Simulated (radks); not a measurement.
Task: Sc-, configuration [Ar] 3d2 4s2. Calculated with a radial shooting solver on a logarithmic mesh with Libxc functionals: non-relativistic Kohn-Sham, PBEsol, spin-polarised, spherical densities, point nucleus; open shells are filled with parallel spins first; hard spherical wall at 15 bohr. Some entries of the table are withheld. Estimate them.

orbital  occ.  eigenvalue (eV)  r(max) (bohr)  <r> (bohr)
1s down     1        -4358.063        0.04840     0.07366
1s up       1        -4358.054        0.04840     0.07366
2s up       1        -461.5216         0.2862      0.3465
2s down     1        -461.2222         0.2861      0.3463
2p up       3        -380.0391         0.2333      0.3089
2p down     3        -379.8104         0.2332      0.3087
3s up       1         -47.5757         0.9346       1.088
3s down     1         -46.5030         0.9341       1.087
3p up       3         -26.9633         0.9737       1.183
3p down     3         -25.8681         0.9728       1.181
4s up       1           0.2668          3.377       4.404
4s down     1           0.7871          3.599       4.770
4p up       0           2.0760          5.831       6.913
4p down     0           2.3171          6.676       7.343
3d up       2           2.3653          1.140       2.943
5s up       0           2.8437            (1)       9.109
5s down     0           3.0602            (2)       9.056
3d down     0           3.0967          1.152       5.722
4d up       0           3.5003            (3)       8.766
4d down     0           3.8834            (4)       6.398

Result: 
(1) 5s up r(max) (bohr): 10.03
(2) 5s down r(max) (bohr): 10.28
(3) 4d up r(max) (bohr): 10.09
(4) 4d down r(max) (bohr): 1.120
